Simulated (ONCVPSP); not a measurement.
Which change was made? (Br, ONCV)

Br, optimised norm-conserving Vanderbilt (ONCV), made with ONCVPSP 4.0.1 (PBEsol, scalar-relativistic). Core [Ar], reference 3d10 4s1 4p6. Waves: 4s: rc 1.30 bohr, ncon 4, nbas 8, qcut 5.2 1/bohr, 1 projector; 4p: rc 1.20 bohr, ncon 5, nbas 8, qcut 6 1/bohr, 3 projectors, debl 1.5 Ha; 3d: rc 0.95 bohr, ncon 4, nbas 9, qcut 14.9 1/bohr, 2 projectors, debl 0.9 Ha. Local part: polynomial inside 0.80 bohr (lpopt 2, dvloc0 4 Ha). Core correction: none.

In the d channel the program set the typed energies aside and used -2.508, 0.250 Ha.

Cutoffs, loose and tight: the cutoffs (Ha) at which the residual kinetic energy of the hardest occupied pseudo-wave falls to 1 and 0.1 mHa per electron. They do not see the model core or the augmentation charge, which bear on the density cutoff. Test errors are all-electron minus pseudo excitation energies from the reference, over the configurations 3d10 4s2 4p5; 3d10 4s2 4p4; 3d10 4s2 4p3; 3d10 4s2 4p2; variants that change the core or the reference have their own tests.

The base gives: outcome: generated, projector energies reset by the program; cutoff, loose: 129 Ha; cutoff, tight: 145 Ha; bound ghosts: p; GHOST(+) flags above zero: s, p; largest test error (meV): +12.

Task: After one change the result is: outcome: generated, projector energies reset by the program; cutoff, loose: 707 Ha; cutoff, tight: 911 Ha; bound ghosts: s, p; GHOST(+) flags above zero: p; largest test error (meV): -14. Which change was it?
A. d: rc 0.84
B. d: rc 0.66; local potential polynomial inside 0.66 bohr (lpopt 2, dvloc0 4 Ha)
C. d: rc 0.76; local potential polynomial inside 0.76 bohr (lpopt 2, dvloc0 4 Ha)

Result: B. The others give: d: rc 0.84 → outcome: generated, projector energies reset by the program; cutoff, loose: 165 Ha; cutoff, tight: 434 Ha; bound ghosts: p; GHOST(+) flags above zero: s, p; largest test error (meV): +12 | d: rc 0.76; local potential polynomial inside 0.76 bohr (lpopt 2, dvloc0 4 Ha) → outcome: generated, projector energies reset by the program; cutoff, loose: 475 Ha; cutoff, tight: 561 Ha; bound ghosts: p, s; GHOST(+) flags above zero: p; largest test error (meV): +56.
